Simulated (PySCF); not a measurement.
C₄H₆O₃, SMILES C1OC(C=O)(C)O1. Geometry: PBE-D3(BJ)/def2-SVP. This is a generated structure with no PubChem entry under its InChIKey; it may be hypothetical. One conformer was computed; it need not be the lowest.

Computed equilibrium geometry at PBE-D3(BJ)/def2-SVP (PySCF confirms it by a frequency run) as Cartesian coordinates in Å, and its point group (one conformer of several):
point group Cs.
```xyz
13

C     -1.6493     0.5000     0.0000
C     -0.2286     0.0060     0.0000
C      0.8302     1.1289     0.0000
O      0.5797     2.3135     0.0000
O      0.0960    -0.9381    -1.0411
C      0.4669    -1.8424     0.0000
O      0.0960    -0.9381     1.0411
H     -1.8266     1.1274    -0.8949
H     -2.3464    -0.3578     0.0000
H     -1.8266     1.1274     0.8949
H      1.8873     0.7241     0.0000
H     -0.1340    -2.7855     0.0000
H      1.5575    -2.0894     0.0000
```
